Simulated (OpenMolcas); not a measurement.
W4+ (d2) in a complex was computed by CASSCF with the d shell active (OpenMolcas, ANO-RCC-VTZP on the metal). Its lowest spin-free states, and all those of the highest spin:

```tsv
2S+1	Degeneracy	E (cm-1)
3	3	0.0
1	3	10102
1	2	10115
1	1	23355
3	3	32989
3	3	41711
1	3	43980
1	3	46453
3	1	67529
1	2	78584
1	1	90732
```

Is the site octahedral, tetrahedral or cube-like, axial, or of lower symmetry?

The states with 2S+1 = 3 have orbital degeneracies 3, 3, 3, 1. Threefold states need a cubic site. For d2 at this spin an octahedron puts the threefold T1 below the threefold T2 and a tetrahedron or cube puts the single A2 below the threefold T2, so the site is octahedral. The run had W4+ with 6 ligands (fluoride) in octahedral coordination (Oh) at 1.97 Å. A charge of +0.333 e stands 2.6 Å behind each ligand. Ligand basis ANO-RCC-VDZP.

An orbital triplet at a regular site is open to Jahn-Teller coupling, which can distort the site and quench the lowest spin-orbit gaps and is left out. Without dynamic correlation the repulsion within the d shell is too large (B by tens of per cent), so at a given field states of lower spin stand too high. The least metal-like active orbital is 77 % on the metal (Löwdin) and no ligand orbital is active, so the numbers are rough. With metal d orbitals alone the field can be off either way by tens of per cent. Ligand-to-metal charge-transfer states are missing. With no ligand orbital active B as a rule stays too high, so bands that hang on it stand too high and its fall with covalency is understated. No measured value stands beside these numbers; the geometry is a model, was not optimised and need not be the one that this ion takes.
